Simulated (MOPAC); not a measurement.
MOPAC input (PM3):

```
PM3 1SCF UHF MS=0.5 GEO-OK AUX(PRECISION=9) THREADS=1
H4BN2O

N    -1.21564500 1   -0.41718000 1   -0.54871000 1
B    -0.00251000 1    0.05412000 1    0.03954700 1
N     1.26163500 1   -0.57463400 1   -0.17602800 1
O    -0.05363400 1    1.15665100 1    0.84518700 1
H    -2.07327500 1    0.09297800 1   -0.42171700 1
H    -1.35783600 1   -1.39809500 1   -0.72291900 1
H     2.08046200 1   -0.24796900 1    0.30846200 1
H     1.47033500 1   -1.02802500 1   -1.04989300 1
```

Output:

```
 *******************************************************************************
 **                                                                           **
 **                              MOPAC v23.2.5                                **
 **                                                                           **
 *******************************************************************************
 ** MOPAC's Digital Object Identifier: https://doi.org/10.5281/zenodo.6511958 **
 **                                                                           **
 ** Please cite the open-source release paper for use of this MOPAC version:  **
 ** J. E. Moussa and J. J. P. Stewart (2026)                                  **
 ** MOPAC: An open-source semiempirical molecular orbital program             **
 ** J. Open Source Softw., 11(119), 8025, https://doi.org/10.21105/joss.08025 **
 *******************************************************************************

                              PM3 CALCULATION RESULTS

 *******************************************************************************
 *  PM3        - The PM3 Hamiltonian to be used
 *  GEO-OK     - OVERRIDE INTERATOMIC DISTANCE AND OTHER SAFETY CHECKS
 *  UHF        - UNRESTRICTED HARTREE-FOCK CALCULATION
 *  MS=        - IN MECI, MAGNETIC COMPONENT OF SPIN =  0.5
 *  1SCF       - DO 1 SCF AND THEN STOP
 *  AUX        - OUTPUT AUXILIARY INFORMATION
 *******************************************************************************
PM3 1SCF UHF MS=0.5 GEO-OK AUX(PRECISION=9) THREADS=1
 H4BN2O

   ATOM   CHEMICAL          X               Y               Z
  NUMBER   SYMBOL      (ANGSTROMS)     (ANGSTROMS)     (ANGSTROMS)

     1       N         -1.21564500  *  -0.41718000  *  -0.54871000  *
     2       B         -0.00251000  *   0.05412000  *   0.03954700  *
     3       N          1.26163500  *  -0.57463400  *  -0.17602800  *
     4       O         -0.05363400  *   1.15665100  *   0.84518700  *
     5       H         -2.07327500  *   0.09297800  *  -0.42171700  *
     6       H         -1.35783600  *  -1.39809500  *  -0.72291900  *
     7       H          2.08046200  *  -0.24796900  *   0.30846200  *
     8       H          1.47033500  *  -1.02802500  *  -1.04989300  *

          CARTESIAN COORDINATES

    NO.       ATOM           X           Y           Z

     1         N         -1.2156     -0.4172     -0.5487
     2         B         -0.0025      0.0541      0.0395
     3         N          1.2616     -0.5746     -0.1760
     4         O         -0.0536      1.1567      0.8452
     5         H         -2.0733      0.0930     -0.4217
     6         H         -1.3578     -1.3981     -0.7229
     7         H          2.0805     -0.2480      0.3085
     8         H          1.4703     -1.0280     -1.0499

  H: (PM3): J. J. P. STEWART, J. COMP. CHEM. 10, 209 (1989).
  B: (PM3): J. J. P. STEWART, J. MOL. MOD., 10, 155-164 (2004)
  N: (PM3): J. J. P. STEWART, J. COMP. CHEM. 10, 209 (1989).
  O: (PM3): J. J. P. STEWART, J. COMP. CHEM. 10, 209 (1989).

           Empirical Formula: H4 N2 O B  =     8 atoms

      MOLECULAR POINT GROUP   :   C2

          UHF CALCULATION, NO. OF ALPHA ELECTRONS =   12
                           NO. OF BETA  ELECTRONS =   11

 -------------------------------------------------------------------------------
 PM3 1SCF UHF MS=0.5 GEO-OK AUX(PRECISION=9) THREADS=1
 H4BN2O

     1SCF WAS SPECIFIED, SO BFGS WAS NOT USED
     SCF FIELD WAS ACHIEVED

                              PM3 CALCULATION
                                                       MOPAC v23.2.5 Linux

          FINAL HEAT OF FORMATION =        -50.74865 KCAL/MOL =    -212.33234 KJ/MOL

          COSMO AREA              =         93.00 SQUARE ANGSTROMS
          COSMO VOLUME            =         74.41 CUBIC ANGSTROMS

          IONIZATION POTENTIAL    =          8.090630 EV
          ALPHA SOMO LUMO (EV)    =         -9.017  1.819
          BETA  SOMO LUMO (EV)    =         -8.091 -1.985
          NO. OF ALPHA ELECTRONS  =         12
          NO. OF BETA  ELECTRONS  =         11
          MOLECULAR WEIGHT        =         58.8544         POINT GROUP:  C2

          MOLECULAR DIMENSIONS (Angstroms)

            Atom       Atom       Distance
            H     7    H     5     4.23119
            O     4    H     8     2.97949
            O     4    H     6     0.98843

          SCF CALCULATIONS        =          1

   ATOM   CHEMICAL          X               Y               Z
  NUMBER   SYMBOL      (ANGSTROMS)     (ANGSTROMS)     (ANGSTROMS)

     1       N         -1.21564500  *  -0.41718000  *  -0.54871000  *
     2       B         -0.00251000  *   0.05412000  *   0.03954700  *
     3       N          1.26163500  *  -0.57463400  *  -0.17602800  *
     4       O         -0.05363400  *   1.15665100  *   0.84518700  *
     5       H         -2.07327500  *   0.09297800  *  -0.42171700  *
     6       H         -1.35783600  *  -1.39809500  *  -0.72291900  *
     7       H          2.08046200  *  -0.24796900  *   0.30846200  *
     8       H          1.47033500  *  -1.02802500  *  -1.04989300  *

                             CARTESIAN COORDINATES

   1    N       -1.215645000    -0.417180000    -0.548710000
   2    B       -0.002510000     0.054120000     0.039547000
   3    N        1.261635000    -0.574634000    -0.176028000
   4    O       -0.053634000     1.156651000     0.845187000
   5    H       -2.073275000     0.092978000    -0.421717000
   6    H       -1.357836000    -1.398095000    -0.722919000
   7    H        2.080462000    -0.247969000     0.308462000
   8    H        1.470335000    -1.028025000    -1.049893000

           Empirical Formula: H4 N2 O B  =     8 atoms

      MOLECULAR POINT GROUP   :   C2

          ALPHA EIGENVALUES
 -32.66078 -30.56094 -28.77402 -18.42641 -17.22547 -17.08886 -15.10702 -13.81656
 -12.07951 -10.73705  -9.19749  -9.01666   1.81925   2.25851   3.44521   3.86654
   4.19429   5.52044   5.75956   7.82840

           BETA EIGENVALUES
 -32.62812 -30.31793 -28.37781 -18.31051 -17.11060 -16.97398 -14.93816 -12.85052
 -11.70690  -9.19554  -8.09063  -1.98493   2.13477   2.38001   3.71030   3.98911
   4.35461   5.69081   5.91085   7.80242

              NET ATOMIC CHARGES AND DIPOLE CONTRIBUTIONS

  ATOM NO.   TYPE          CHARGE      No. of ELECS.   s-Pop       p-Pop
    1          N           0.400460        4.5995     1.26200     3.33754
    2          B          -0.450320        3.4503     0.97131     2.47901
    3          N           0.400465        4.5995     1.26200     3.33753
    4          O          -0.433882        6.4339     1.84447     4.58941
    5          H           0.047489        0.9525     0.95251
    6          H          -0.005850        1.0059     1.00585
    7          H           0.047489        0.9525     0.95251
    8          H          -0.005850        1.0059     1.00585
 DIPOLE           X         Y         Z       TOTAL
 POINT-CHG.     0.204    -4.402    -3.217     5.456
 HYBRID         0.027    -0.572    -0.418     0.708
 SUM            0.231    -4.974    -3.635     6.165

          ATOMIC ORBITAL ELECTRON POPULATIONS

     Atom    s        px        py        pz
    1  N   1.26200   1.08626   0.99003   1.26125
    2  B   0.97131   0.84936   0.80717   0.82248
    3  N   1.26200   1.08785   1.19772   1.05196
    4  O   1.84447   1.80783   1.35322   1.42837
    5  H   0.95251
    6  H   1.00585
    7  H   0.95251
    8  H   1.00585

                    (SZ)    =    0.500000
                    (S**2)  =    0.848711

          ATOMIC ORBITAL SPIN POPULATIONS

    Atom   Total    s     px     py     pz
         Atomic
    1  N  0.6478  0.025  0.025  0.052  0.545
    2  B -0.0660 -0.013 -0.029 -0.012 -0.012
    3  N  0.6478  0.025  0.022  0.428  0.172
    4  O -0.1607 -0.003 -0.026 -0.036 -0.096
    5  H -0.0187 -0.019
    6  H -0.0157 -0.016
    7  H -0.0187 -0.019
    8  H -0.0157 -0.016

 **********************
 *                    *
 * JOB ENDED NORMALLY *
 *                    *
 **********************

 == MOPAC DONE ==
```

The geometry given is a B3LYP-D3(BJ)/def2-TZVP minimum.
